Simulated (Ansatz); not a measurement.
Name a neutral molecule of O, Si, Zn and H with LUMO energy (PBE0/def2-TZVPP) between -1.10 and -0.80 eV and HOMO energy (PBE/def2-TZVPP) between -6.80 and -6.50 eV (Ansatz, PBE0-D4/def2-TZVP geometry).

`[OH][Zn][SiH3]` (-0.84 eV, -6.57 eV). Other molecules can fit too; these were computed, each in one conformer that needn't be the lowest.
